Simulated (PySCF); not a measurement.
A species of formula C7H10NPS has this rotational fingerprint, computed with PBE0/pcSseg-1 in PySCF (dipole) on a GFN2-xTB geometry, gas phase:

| Quantity | Value |
| --- | --- |
| Rotational constants | A = 1404, B = 769.7, C = 520.6 MHz |
| Dipole components | \|μa\| = 0.50 D, \|μb\| = 0.73 D, \|μc\| = 0.10 D |
| Inertial defect | -45.82 u·Å² |
| κ | -0.44 |

Question: Which structure is it? (One computed conformer of each.)
A. `[CH:1]#[C:2][P@@:3](=[S:4])([CH2:5][C:6]#[N:7])[CH2:8][CH2:9][CH3:10]` with C2–P3–C5–C6 62°, C2–P3–C8–C9 -176°, P3–C8–C9–C10 -173°
B. `[S:1]=[P:2]1([n:3]2[cH:4][cH:5][cH:6][cH:7]2)[CH2:8][CH2:9][CH2:10]1` with S1–P2–N3–C4 -84°, S1–P2–C8–C9 139°, P2–C8–C9–C10 -18°, C8–C9–C10–P2 18°, S1–P2–C10–C9 -139°
C. `[CH3:1][CH2:2][c:3]1[n:4][c:5]([S:6][CH3:7])[cH:8][cH:9][p:10]1` with C1–C2–C3–N4 83°, N4–C5–S6–C7 -2°

Answer: C. It is CCc1nc(SC)ccp1, an asymmetric top, point group C1. The candidates at the same level (rigid rotor, commonest isotopes):

```
               SMILES  A (MHz)  B (MHz)  C (MHz)  μa (D)  μb (D)  μc (D)  Δ (u·Å²)  point group           rotor
       CCc1nc(SC)ccp1     1404    769.7    520.6    0.50    0.73    0.10    -45.82           C1  asymmetric top
    S=P1(n2cccc2)CCC1     1498    838.7    682.2    0.05    4.20    0.00   -199.11           Cs  asymmetric top
C#C[P@@](=S)(CC#N)CCC    964.2    843.7    604.1    0.19    0.30    0.69   -286.57           C1  asymmetric top
```

`S=P1(n2cccc2)CCC1` has C 31 % too high; `C#C[P@@](=S)(CC#N)CCC` has A 31 % too low. No structure here is proved a minimum.
